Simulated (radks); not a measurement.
Results of a calculation; reference values are marked as such.
Task: Ionisation of the molybdenum ion Mo3+, [Kr] 4d3, to Mo4+, [Kr] 4d2, under several functionals. Dirac Kohn-Sham, spin-unpolarised, spherical densities, point nucleus; open shells fill j = l - 1/2 first; a radial shooting solver on a logarithmic mesh with Libxc functionals. Known Delta-SCF values: AM05 39.591 eV. What does BLYP give, and what is its highest occupied eigenvalue?

Result: 39.513 eV by Delta-SCF; the 4d3/2 eigenvalue is -32.903 eV. NIST: 40.3 eV (semi-empirical).

Beside tabulated values, note that spin-unpolarised runs miss the spin-polarisation part of the exchange energy of open shells.
